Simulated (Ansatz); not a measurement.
Relaxed structures of SiHTeO (charge +1), singlet (PBE0-D4/def2-TZVP; forces vanish, vibrations not checked; lower isomers may exist, and structures with a doubtful reference or unclear bonds are left out; Å). Computed with Ansatz 0.2.0 (basis: def2-TZVPP); correlated methods freeze the cores. Filled d shells of the heavier atoms are correlated. Core potentials replace the inner electrons of the atoms past krypton. The def2 sets are not built for correlating such inner shells, so the correlated values are less sure here.

(1) Rank them by CCSD(T) energy, lowest first, and give each one's height above the lowest. Links in brackets join atoms within 1.22 times the sum of their covalent radii (1.1 for two metals). (Judge from chemistry; the value comes from the calculation.)
A.
SiHTeO ([O][Si][TeH]), total charge +1
```
4
angstrom
O -1.7915 0.6873 1.2709
Si -0.7973 0.2494 0.2464
Te 0.7784 -0.4514 -1.4161
H 1.8105 -0.4853 -0.1012
```
B.
SiHTeO ([Si][O][TeH]), total charge +1
```
4
angstrom
O -0.6922 0.2088 0.1703
Si -1.7495 0.6633 1.1964
Te 0.6236 -0.3832 -1.2565
H 1.8181 -0.4889 -0.1102
```
C.
SiHTeO ([O]1[Si][TeH]1), total charge +1
```
4
angstrom
O -0.8532 -0.5075 0.7790
Si -0.6260 -1.4906 -0.4766
Te -0.3242 1.1588 -0.2647
H 1.2838 1.0047 0.1393
```

The T1 diagnostic stays at or below 0.022.

## Answers

(1) Computed: B (0.00 kcal/mol), C (4.99 kcal/mol), A (19.30 kcal/mol). Heights count from the lowest.

For scale, one of the runs: CCSD(T)/def2-TZVPP, 137 basis functions, launched by `ansatz run in.yaml --threads 2 --pin off --events-out ev --progress --plain --max-ram 4352MiB`. Hardware: 2 CPU threads of an Arm Neoverse V1, shared host. Wall time 23 s; peak host memory 0.82 GiB.
